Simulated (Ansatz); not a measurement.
Molecule: BH2, charge -1, multiplicity 1. 
Structure (B3LYP-D3(BJ)/def2-TZVP (Ansatz, a program for electronic structure) minimum search):
```xyz
3

B      0.1740    -0.0508    -0.1354
H     -0.0374    -0.3970     1.0461
H     -0.8327     0.6508    -0.3693
```
Charge -1, spin multiplicity 1.

Basis-set convergence of Hartree-Fock and CCSD(T) correlation energies (hartree) with Ansatz. Cores are frozen in the correlated levels unless marked. No spin-orbit coupling. Non-relativistic. This anion needs diffuse functions, which these sets lack.

The Hartree-Fock reference is unstable (checked in the largest basis), which strains HF and MP2. 

```tsv
basis	functions	E(HF)	E(corr, CCSD(T))
def2-SVP	24	-25.67544	-0.12058
def2-TZVPP	59	-25.71532	-0.14702
def2-QZVPP	117	…	…
```

Complete the blanks.


- def2-QZVPP, E(HF): -25.71886
- def2-QZVPP, E(corr, CCSD(T)): -0.15323
